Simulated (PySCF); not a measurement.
## Electron correlation in Cd⁺ (cadmium, charge +1)

[Kr] 4d9 5s2, 2D determinant (an excited configuration). Calculation: PySCF 2.14, in ANO-RCC-VTZP (7s6p4d2f1g, 68 functions); the spin-free X2C one-electron Hamiltonian (Gaussian nucleus). Frozen: [Kr]; 11 electrons correlated.

MP2 pair energies summed by pair of shells (mhartree):

```tsv
pair	energy	share (%)
4d-4d	-217.35	68.8
4d-5s	-75.76	24.0
5s-5s	-22.66	7.2
```

Total MP2 correlation energy: -315.77 mhartree.

Same-spin part -109.96 and opposite-spin part -205.81 mhartree; SCS-MP2 scales them by 1/3 and 6/5 to -283.62 mhartree.
